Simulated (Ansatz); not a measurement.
ClF₂Y (`[F][Y]([F])[Cl]`), charge 0, multiplicity 1.

Question: Give a relaxed structure at PBE0-D4/def2-TZVP (Ansatz 0.2.0). (An estimate is asked.)

Answer: Computed: 
Z-matrix (Å, degrees):
```
Y
F 1 1.982
Cl 1 2.466 2 121.2
F 1 1.982 2 117.5 3 179.8
```
Point group C2v.
